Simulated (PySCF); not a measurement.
**Ag⁺ (silver, charge +1) across methods**

[Kr] 4d9 5p1, one real determinant (an excited configuration). All numbers are calculated (PySCF 2.14, the spin-free X2C one-electron Hamiltonian (Gaussian nucleus), in x2c-TZVPPall with one added diffuse shell each of s, p, d, f type (9s7p7d3f1g, 95 functions)).

| method | E (hartree) | mean ε 4d α (eV) | mean ε 4d β (eV) | mean ε 5p α (eV) | Σ⟨r²⟩ (bohr²) | ⟨S²⟩ |
| --- | --- | --- | --- | --- | --- | --- |
| UHF | -5312.23855 | -28.631 | -27.495 | -10.529 | 45.58 | 2.002 |
| r2SCAN0 | -5314.72 | -23.437 | -22.498 | -9.398 | 44.06 | 2.001 |
| r2SCAN | -5314.74 | -21.400 | -20.502 | -8.847 | 43.93 | 2.001 |
| M06-2X | -5315.17 | -25.326 | -24.490 | -9.946 | 44.20 | 2.001 |
| wB97X | -5314.89 | -25.602 | -24.843 | -10.777 | 44.32 | 2.001 |
| LDA | -5309.21 | -21.208 | -20.401 | -8.834 | 43.87 | 2.000 |
| BHandHLYP | -5314.73 | -25.128 | -24.231 | -9.745 | 44.46 | 2.001 |
| PBE0 | -5314.40 | -23.141 | -22.261 | -9.314 | 44.17 | 2.001 |

Estimate the same row for PBE.

E (hartree) = -5314.32; mean ε 4d α (eV) = -21.014; mean ε 4d β (eV) = -20.204; mean ε 5p α (eV) = -8.740; Σ⟨r²⟩ (bohr²) = 44.09; ⟨S²⟩ = 2.000.

⟨L²⟩ = 8.04 against 12 for a pure F term, so this real determinant mixes terms.
